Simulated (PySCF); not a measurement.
# Working out the ionisation energy of N²⁺

N²⁺ [He] 2s2 2p1 (2P) → N³⁺ [He] 2s2 (1S). All numbers are calculated (PySCF 2.14, no relativity, point nucleus, in 6-31G*). Frozen: 1s2. Energies in hartree (1 hartree = 27.21139 eV):

| part | N²⁺ (lower) | N³⁺ (upper) |
| --- | --- | --- |
| UHF | -52.795438 | -51.055579 |
| CCSD correlation | -0.074220 | -0.085120 |
| (T) | -0.000533 | 0.000000 |

**Question.** What does Hartree-Fock give?

**Answer.** (-51.055579) − (-52.795438) = 1.739859 hartree = 47.344 eV.

**Question.** What do CCSD and CCSD(T) give?

**Answer.** The CCSD correlation energies differ by -0.010900 hartree = -0.297 eV and the triples by 0.000533 hartree = 0.015 eV, so CCSD gives 47.047 eV and CCSD(T) 47.062 eV.

Reference: 47.445 eV (semi-empirical (NIST evaluation); NIST Atomic Spectra Database, ionization energies), between the lowest levels; spin-orbit coupling is absent from the calculation.

The coupled-cluster amplitudes are large, so a single reference is strained.

What remains against the reference includes basis incompleteness, the frozen core and higher excitations.
